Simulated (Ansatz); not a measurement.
NaLi3 (the lowest singlet isomer of a short search) was relaxed with PBE (def2-TZVP) in Ansatz in these states: neutral quintet, neutral singlet, neutral triplet. The geometries follow in no particular order.

A:

```xyz
4

Li    1.167   -0.028   -0.640
Li   -1.191   -0.062    0.591
Li   -0.661   -2.379   -1.329
Na    0.685    2.469    1.379
```

B:

```xyz
4

Li    0.871   -0.519   -1.633
Li    0.444    1.850    0.269
Li    0.830   -0.981    1.408
Na   -2.144   -0.351   -0.044
```

C:

```xyz
4

Li   -0.924    0.160   -1.309
Li    0.824   -0.069    1.381
Li   -1.630    1.507    1.188
Na    1.730   -1.598   -1.260
```

Q: Judge from the bond lengths which geometry belongs to which state (an estimate).

A: A is the neutral singlet (Li1–Li2 2.661 Å, Li1–Na4 3.247 Å, Li2–Na4 3.247 Å); B is the neutral quintet (Li1–Li2 3.068 Å, Li1–Na4 3.412 Å, Li2–Na4 3.412 Å); C is the neutral triplet (Li1–Li2 3.217 Å, Li1–Na4 3.184 Å, Li2–Na4 3.184 Å).

At PBE0/def2-TZVP a singlet lies 1.53 eV below the neutral quintet. At PBE0/def2-TZVP a singlet lies 0.37 eV below the neutral triplet. These are the stationary points nearest to one start from a short search; other shapes may lie lower in each state.
